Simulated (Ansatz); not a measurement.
F$_{2}$OSW (`[O]=[W]([F])([F])=[S]`) at its PBE0-D4/def2-TZVP geometry, where that method's forces vanish. Charge 0, multiplicity 1. W: def2 effective core potential.

```xyz
5

O     1.2648   -1.0686    0.4570
W     0.0640    0.0038   -0.0500
F     0.7326    1.7221    0.0192
F    -0.5055   -0.4928   -1.7333
S    -1.5559   -0.1645    1.3071
```

(1) What forces (eV/Å) does B3LYP-D4/def2-TZVPP give on these atoms in Ansatz? (Best estimate.)

Results:

(1) Ansatz gave: 
```
O1   0.432 -0.384  0.179
W2  -0.051  0.152 -0.156
F3   0.130  0.360  0.013
F4  -0.126 -0.097 -0.348
S5  -0.385 -0.032  0.312
```

B3LYP here is the variant with VWN-RPA as its local correlation; programs differ in this.
